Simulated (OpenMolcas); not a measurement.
Cu4+, Ag4+, Au4+: d7 down the group

```yaml
Program: OpenMolcas
Method: MS-CASPT2, IPEA 0.25 Eh, imaginary shift 0.1 Eh
Basis: ANO-R2
Scalar_Hamiltonian: X2C, finite nucleus
Spin-orbit_coupling: state interaction with AMFI integrals over the reference wave functions, term energies averaged over their components
```

Active space for each ion: 7 electrons in 5 orbitals (d); closed shells correlated by CASPT2: Cu4+ 3s 3p; Ag4+ 4s 4p; Au4+ 5s 5p.

Computed levels in cm-1 above 4F 9/2:

```
                               Level   Cu4+   Ag4+   Au4+
                              4F 7/2   1554   3510  11880
                              4F 3/2   3410   6850  19250
                              4P 5/2  20810  15080  20180
                              4P 1/2  21950  17190  23990
                              2G 9/2  22350  17170  21870
                              2G 7/2  23830  20540  29950
                              2P 1/2  28120  24490  39760
                             2H 11/2  30700  23220  28950
                           2D 5/2(1)  30960  24690  34960
weight of 4F in the lowest level (%)    100     97     82
```

Mixed levels, with the weight of the term that names them: Au4+ 4F 3/2 (51 %), Au4+ 4P 5/2 (73 %), Au4+ 4P 1/2 (67 %), Au4+ 2G 9/2 (56 %), Au4+ 2P 1/2 (67 %), Au4+ 2D 5/2(1) (69 %).

Measured, with the error of the calculation in %. Measured levels: Cu4+ from Sugar and Musgrove, J. Phys. Chem. Ref. Data 19, 527 (1990); Ag4+ from the list in Gamrath, thesis, University of Mons (2023).

```tsv
Level	Cu4+	Ag4+
4F 7/2	1616 (-3.8)	3690 (-5.0)
4F 3/2	3528 (-3.3)	7097 (-3.5)
4P 5/2	20827 (-0.1)	14899 (+1.2)
4P 1/2	21935 (+0.1)	17067 (+0.7)
2G 9/2	22575 (-1.0)	16875 (+1.8)
2G 7/2	24100 (-1.1)	20442 (+0.5)
2P 1/2	28367 (-0.9)	24599 (-0.5)
2H 11/2	30402 (+1.0)	22532 (+3.1)
2D 5/2(1)	30966 (0)	24361 (+1.4)
```

The fine-structure level 4F 3/2 changes by a factor of 5.65 from Cu4+ to Au4+.

Without spin-orbit coupling 4P lies 19800, 12840, 11140 cm-1 above 4F in that order; the difference to the level 4P 5/2, of either sign, comes from spin-orbit coupling, which also lowers the zero.

Term energies are means over components that CASPT2 splits; among the terms shown or strongly mixed into the levels shown the widest spread is 720 cm-1 (5d7 4F, Au4+). The CASPT2 spread within a term exceeds the gap to the next term for 3d7 2H and 3d7 2D(1), so the order of their levels is uncertain (holds for Cu4+). Measured partners are found by configuration, term and J. A level has none where our copy of the source lacks it or the pairing is in doubt (some pairs that miss far off the trend of their configuration count as doubtful), and it then counts in no deviation. Levels of configurations outside the active space are missing.

A number in round brackets counts repeated terms of one configuration in the order of the reference energies.
